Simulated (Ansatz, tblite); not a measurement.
Forces on Cr3S3⁻ at its PBE-D4/def2-SVPD geometry. Charge -1, multiplicity 2.

The xTB rows come from tblite. At PBE-D4/def2-TZVPD the charge -1 doublet is spin-contaminated (final ⟨S²⟩ up to 2.94, 0.75 for a pure state). Another isomer (doublet) lies 2.72 eV lower at PBE0-D4/def2-TZVPD; other spin states weren't run for this one.

GFN1-xTB (tblite), largest force 59.73 eV/Å:

```xyz
6
positions Å, forces eV/Å
Cr   -0.003    1.081    1.622  -27.630   52.931   -1.728
Cr   -0.092   -0.099   -0.818    0.245    0.155    0.520
Cr    0.784   -0.470    1.648   26.346  -53.609   -0.008
S     0.915    0.248   -2.561   -0.530   -0.202    0.505
S    -1.591    1.305   -0.030    1.182   -0.449    0.402
S    -0.014   -2.065    0.139    0.387    1.175    0.309
```

GFN2-xTB (tblite), largest force 48.17 eV/Å:

```
Cr -21.176 43.053 -0.392
Cr 0.295 0.290 1.202
Cr 22.193 -42.743 0.987
S 0.488 0.164 -0.950
S -1.512 0.713 -0.588
S -0.287 -1.478 -0.259
```

PBE-D4/def2-TZVPD (Ansatz), largest force 0.49 eV/Å:

```
Cr -0.294 0.357 -0.101
Cr -0.077 -0.015 0.051
Cr 0.116 -0.463 -0.096
S 0.012 0.004 -0.033
S 0.171 -0.045 0.086
S 0.073 0.163 0.093
```
